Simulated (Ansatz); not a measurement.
Ideal-gas functions of FH$_{4}$SiSn (`[F][SnH][SiH3]`) radical at 600 K and 1 bar, from an Ansatz frequency run at PBE0-D4/def2-TZVP.

Molar mass 169.83 g/mol, point group C1 (symmetry number 1), electronic degeneracy 2, moments of inertia 61.631, 203.853, 255.333 u Å². Harmonic wavenumbers (cm⁻¹, unscaled): 66, 100, 278, 344, 455, 521, 557, 591, 834, 928, 934, 1829, 2216, 2236, 2249.

Use S(trans) = R[1.5 ln M + 2.5 ln T − 1.1517]; rotational temperatures θ = 24.2544 K / I; S(rot) = R[ln(√π/σ · √(T³/θAθBθC)) + 1.5]; for each mode x = 1.438777 ν̃/T, S = R[x/(eˣ − 1) − ln(1 − e⁻ˣ)] and H = RT x/(eˣ − 1); 1 cm⁻¹ = 0.0119627 kJ/mol; R = 8.31446 J/(mol·K).

Q: By hand: the entropy, in J/(mol·K).

A: Translation 187.4. Rotation: θ = 0.3935, 0.119, 0.095 K, giving 119.5. Vibration, mode by mode: 23.65, 20.21, 11.84, 10.15, 7.99, 6.98, 6.50, 6.08, 3.81, 3.19, 3.16, 0.56, 0.26, 0.25, 0.24, in all 104.9. Electronic 5.8. Sum 417.6 J/(mol·K).

Q: By hand: H − E and G − E in kJ/mol, counted from the electronic energy.

A: Zero-point energy ½ × 14138 × 0.0119627 = 84.6; thermal vibration 30.5; translation, rotation and pV give 4 RT = 20.0. H − E = 135.1 kJ/mol, and G − E = 135.1 − 600 × 417.6/1000 = -115.5 kJ/mol.

Vibration gives 25 % of the entropy, 43.9 J/(mol·K) of it from the modes under 150 cm⁻¹: soft modes count most, and the harmonic formula is weakest for them. The sum counts one conformer and one mirror image; others add a mixing term.
